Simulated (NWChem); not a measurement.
arsine (AsH$_{3}$); SMILES [AsH3]

All runs: NWChem. All runs use the structure optimised with PBE0-D3(BJ)/def2-TZVP. Ions are spin-unrestricted doublets at the neutral geometry; other ion states weren't tried.

Q: Estimate the computed values for PBE/3-21G. Quantities: vertical ionisation energy, ΔSCF (eV); −ε(HOMO) (eV).

A: 
```
Quantity                               Result
-------------------------------------  ------
vertical ionisation energy, ΔSCF (eV)   10.21
−ε(HOMO) (eV)                            6.34
```
